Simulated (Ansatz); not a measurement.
Reaction (ligand exchange at a Ge–F bond): `[F][GeH3]` + `OCBCl` → `ClBC[O][GeH3]` + H–F

Calculated with Ansatz (gas phase, PBE0-D4/def2-TZVP geometries, no zero-point term in ΔE). CCSD(T)/CBS adds triple-zeta CCSD(T) − MP2 to the extrapolated MP2 energy (def2 sets, frozen cores). This one scheme is used for every species. Functionals use def2-TZVPP. B3LYP here is the variant with VWN-RPA as its local correlation; programs differ in this. For Ge outer-core shells are correlated without core-valence functions, which leaves a few kJ/mol of doubt a bond. Scalar relativity is left out up to krypton. One conformer a species, not always the lowest.

`[F][GeH3]`:

```xyz
5

F    -0.356    0.402    1.561
Ge    0.020   -0.022   -0.086
H     0.976    1.060   -0.600
H     0.675   -1.407   -0.034
H    -1.315   -0.033   -0.842
```

`OCBCl`:

Cartesian coordinates in Å:
```
O -0.650 -1.275 -0.671
C 0.223 -0.177 -0.612
B 0.210 0.731 0.643
Cl -0.875 0.379 1.969
H -1.156 -1.304 0.147
H 0.056 0.484 -1.481
H 1.266 -0.517 -0.740
H 0.925 1.679 0.747
```

`ClBC[O][GeH3]`:

```xyz
11

Cl    1.662    1.529    2.409
B     0.380    1.067    1.314
C     0.745    0.726   -0.164
O    -0.340    0.388   -1.003
Ge   -0.996   -1.265   -0.900
H    -0.731    1.050    1.746
H     1.548   -0.033   -0.187
H     1.225    1.622   -0.589
H     0.112   -2.252   -1.317
H    -1.421   -1.552    0.554
H    -2.184   -1.279   -1.863
```

H–F:

Cartesian coordinates in Å:
```
F 0.337 0.216 -0.228
H -0.337 -0.216 0.228
```

```csv
level,ΔE (kJ/mol),difference from CCSD(T)/CBS
PBE-D4,44.7,10.2
PBE0-D4,42.7,8.2
B2PLYP,45.2,10.7
B3LYP,52.4,17.9
HF/def2-TZVPP,51.3,16.8
CCSD/def2-TZVPP,36.7,2.2
MP2/def2-QZVPP,32.6,-1.9
SCS-MP2/def2-QZVPP,36.9,2.4
HF/CBS(def2),53.5,19.0
CCSD/CBS(def2),36.5,2.0
CCSD(T)/CBS,34.5,0
```

Largest T1 diagnostic among the species: 0.012.

The D4 term adds −8.8 kJ/mol with B3LYP and −5.1 kJ/mol with PBE0; it sums over pairs of atoms, weighted by their polarisabilities, and B3LYP, whose exchange is more repulsive, gets the larger term. In def2-TZVPP, CCSD(T) changes the Hartree–Fock value by −16.6 kJ/mol (the triples alone add −2.0 kJ/mol) and MP2 by −19.3 kJ/mol.
